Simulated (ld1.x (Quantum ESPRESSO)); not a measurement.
**What the settings do to the PAW potential of Al (Z = 13)**

Base potential:

ld1.x (Quantum ESPRESSO) 7.5 input, shortened:

```
&input
   title='Al', zed=13., rel=1, dft='PZ', iswitch=3,
   config='[Ne] 3s0 3p0 3d-2'
 /
 &inputp
   pseudotype=3, lpaw=.true., tm=.true., lloc=-2, rcloc=1.15,
   nlcc=.true.,
   which_augfun='BESSEL', rmatch_augfun=0.80
 /
6
2S  1  0   2.00   0.00  1.15  1.25  0.0
3S  2  0   0.00   0.00  1.15  1.25  0.0
2P  2  1   6.00   0.00  0.85  0.95  0.0
3P  3  1   0.00   0.00  0.85  0.95  0.0
3D  3  2  -2.00   0.40  0.95  1.00  0.0
3D  3  2  -2.00   1.75  0.95  1.00  0.0
 &test
   configts(1)='2s2 2p6 3s0 3p0'
 /
```

All-electron outer shells of the reference configuration (LDA (PZ), scalar-relativistic, ld1.x):

```csv
shell,level (eV),outermost node (bohr),outermost maximum (bohr)
2s,-142.00,0.17,0.50
2p,-104.21,–,0.43
3s,-32.18,0.78,1.77
3p,-24.82,0.78,1.98
```

Cutoffs, loose and tight: the cutoffs (Ry, on a coarse ladder) from which the occupation-weighted sum of valence levels, in a spherical-Bessel basis at the reference potential, stays within 10 and 1 mRy of its value at 400 Ry. They do not see the model core or the augmentation charge, which bear on the density cutoff. Test errors are all-electron minus pseudo excitation energies from the reference, over the configurations 2s2 2p6 3s2 3p1; 2s2 2p6 3s2 3p0; 2s2 2p6 3s1 3p0; 2s1 2p6 3s2 3p1; 2s2 2p5 3s2 3p1; 2s2 2p6 3s0 3p3; 2s2 2p6 3s1 3p2 (two spin-polarised tests are not counted in the largest error). A dash means not determined; rows that change the core or the reference have their own tests.

The default core radius of the base comes out at 0.17 bohr.

```csv
change,outcome,"cutoff, loose","cutoff, tight",bound ghosts,largest test error (meV)
base,generated,90 Ry,160 Ry,none,test run stopped at test 1 of 9 (negative rho)
type TM; waves now 2s (bound): rc 1.25 bohr; 2p (bound): rc 0.95 bohr; 3d channel at 0.4 Ry: rc 1.00 bohr; local potential all-electron potential smoothed inside 0.75 bohr (lloc = -2),generated,180 Ry,over 300 Ry,none,+1863
core correction a·sin(br)/r model core inside 0.50 bohr,generated,90 Ry,160 Ry,none,test run stopped at test 1 of 9 (negative rho)
"waves 2s (bound): rcut 1.15, rcutus 1.82 bohr; 3s (bound): rcut 1.15, rcutus 1.82 bohr",generated,90 Ry,160 Ry,none,"test run stopped at test 2 of 9 (negative rho), 1 before it not solved"
"waves 3d channel at 0.4 Ry: rcut 0.80, rcutus 0.84 bohr; 3d channel at 1.75 Ry: rcut 0.80, rcutus 0.84 bohr",generated,90 Ry,160 Ry,none,test run stopped at test 1 of 9 (negative rho)
"all radii but the core radius scaled by about 1.30 (s 1.62, p 1.24, d 1.30 bohr, rcut 1.50/1.10/1.24); local potential all-electron potential smoothed inside 1.50 bohr (lloc = -2); augmentation BESSEL, radius 1.04 bohr",generated,55 Ry,90 Ry,none,test run stopped at test 1 of 9 (negative rho)
"wave 3d channel at 0.4 Ry: rcut 0.95, rcutus 1.00 bohr becomes 3d channel at 0.14 Ry: rcut 0.95, rcutus 1.00 bohr",generated,90 Ry,160 Ry,none,test run stopped at test 1 of 9 (negative rho)
reference 2s2 2p6 3s2 3p1,generated,110 Ry,160 Ry,none,"test run stopped at test 4 of 9 (negative rho), 3 before it not solved"
local potential all-electron potential smoothed inside 1.32 bohr (lloc = -2),generated,90 Ry,160 Ry,none,"test run stopped at test 2 of 9 (negative rho), 1 before it not solved"
"functional PBEsol; removed wave 3d channel at 1.75 Ry: rcut 0.95, rcutus 1.00 bohr",generated,90 Ry,160 Ry,none,test run stopped at test 1 of 7 (negative rho)
```

Task: What comes out with this change to the base: waves 2p (bound): rcut 0.85, rcutus 1.40 bohr; 3p (bound): rcut 0.85, rcutus 1.40 bohr?

Result: outcome: generated; cutoff, loose: 45 Ry; cutoff, tight: 70 Ry; bound ghosts: none; largest test error (meV): test run stopped at test 2 of 9 (negative rho), 1 before it not solved.
